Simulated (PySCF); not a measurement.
Computed structure and properties of Yb(BH4)2

System: Yb(BH4)2 (singlet in the valence; each metal's 4f electrons, 14 of them, lie in its core potential, out of spins and levels); start: template (C2). Method: PySCF 2.14.0, RKS PBE0, Yb lcecp-0-SVP with ECP60, B def2-SVP, H def2-SVP; non-relativistic Hamiltonian with scalar-relativistic core potentials where named; density fitting; no spin-orbit coupling.

Input of the relaxation:

```python
mol = gto.M(atom='''
Yb    -0.00000     0.00000    -0.15427
B      2.34080     0.00000     0.89333
H      3.43610     0.00000     1.38343
H      1.62060    -0.83350     1.48423
H      2.42620    -0.30510    -0.31587
H      1.83650     1.13860     1.00183
B     -2.34080     0.00000     0.89333
H     -3.43610     0.00000     1.38343
H     -1.62060     0.83350     1.48423
H     -2.42620     0.30510    -0.31587
H     -1.83650    -1.13860     1.00183''',
    basis={'Yb': 'lcecp-0-SVP', 'B': 'def2-SVP', 'H': 'def2-SVP'},
    ecp={'Yb': 'lcecp-0-SVP'},
    charge=0, spin=0)
mf = dft.RKS(mol, xc='PBE0')
mf.grids.atom_grid = (50, 194)  # f atoms: unpruned, at least (60, 302)
mf = mf.density_fit()  # fitting sets: Yb AutoAux, B def2-universal-JKFIT, H def2-universal-JKFIT
mf.conv_tol = 1e-08; mf.max_cycle = 55
mf.kernel(dm0)  # dm0: converged density of the start geometry
# quasi-Newton relaxation in Cartesian coordinates to a largest gradient under 0.00045 Eh/bohr, steps kept in the point group
```

Run from Python with OMP_NUM_THREADS=2; the lines above give its settings. Where DIIS fails, smearing, a level shift and second-order steps follow.
It took 2 min on 2 threads of Arm Neoverse V1 (shared host), from the converged density of the start.

Course of the relaxation:

| step | energy above end (eV) | largest force component within the symmetry (eV/Å) |
| --- | --- | --- |
| 0 | 0.1974 | 0.784 |
| 1 | 0.1637 | 0.691 |
| 2 | 0.1095 | 0.355 |
| 3 | 0.0977 | 0.222 |
| 4 | 0.0874 | 0.090 |
| 5 | 0.0826 | 0.083 |
| 6 | 0.0696 | 0.170 |
| 7 | 0.0416 | 0.190 |
| 27 | 0.0005 | 0.030 |
| 28 | 0.0004 | 0.019 |
| 29 | 0.0003 | 0.016 |
| 30 | 0.0002 | 0.011 |
| 31 | 0.0000 | 0.010 |
| 32 | 0.0000 | 0.007 |
(The steps between are left out.)

Relaxed geometry (D3d):

```xyz
11

Yb    0.0000   -0.0001    0.7895
B     2.5230    0.0000    0.7949
H     3.7323   -0.0007    0.7980
H     2.0556   -0.5939    1.7975
H     2.0596   -0.5724   -0.2214
H     2.0584    1.1659    0.8061
B    -2.5230    0.0001    0.7949
H    -3.7323    0.0008    0.7981
H    -2.0555    0.5938    1.7974
H    -2.0597    0.5724   -0.2215
H    -2.0585   -1.1659    0.8061
```

```tsv
contact	Å
Yb1–H5 (BH4)	2.365
Yb1–H10 (BH4)	2.365
```

On the finer grid (75, 302):

- HOMO: not given (4f levels lie in the core)
- LUMO: not given (4f levels lie in the core)
- Dipole about the centre of mass: 0.03 D
- Set of Mulliken populations of Yb1 outside the core potential: s 2.37, p 6.22, d 0.76, f 0.01
- D3(BJ) dispersion energy (not in the energies): -0.157 eV

| atom | Mulliken (e) | Löwdin (e) | spin (e) |
| --- | --- | --- | --- |
| Yb1 | 0.63 | 0.72 | 0.00 |
| B2 | -0.24 | -0.41 | 0.00 |
| H3 | 0.00 | 0.00 | 0.00 |
| H4 | -0.02 | 0.02 | 0.00 |
| H5 | -0.03 | 0.02 | 0.00 |
| H6 | -0.02 | 0.02 | 0.00 |
| B7 | -0.24 | -0.41 | 0.00 |
| H8 | 0.00 | 0.00 | 0.00 |
| H9 | -0.02 | 0.02 | 0.00 |
| H10 | -0.03 | 0.02 | 0.00 |
| H11 | -0.02 | 0.02 | 0.00 |

The 4f levels lie in the core potential and are missing.

On the grid (50, 194), as all that follows. Harmonic modes: a minimum within the noise of the softest modes; lowest 44 cm⁻¹ (negative: unstable), highest 2610 cm⁻¹, zero-point energy 2.074 eV.

Taking off one BH4 (charge -1, singlet; the rest: singlet) in vacuum, both parts rigid, costs 7.42 eV; the small basis without counterpoise inflates it. Most of it is the attraction of opposite charges; other ways to part are cheaper, and one spin state was tried for the rest.

Rigid scan of BH4 along the line from its metal:

distance to B2 (Å), energy (eV) and a bar:
```
     2.22      0.590 #######
     2.32      0.232 ###
     2.42      0.051 #
     2.52      0.000 
     2.62      0.041 
     2.72      0.146 ##
     2.92      0.472 #####
     3.22      1.076 ############
     3.62      1.867 #####################
     4.12      2.693 ##############################
```

One start shape was tried, so this needn't be the lowest isomer.

An lcecp potential fixes the number of 4f electrons, so in runs with it no electron can move into or out of that shell.
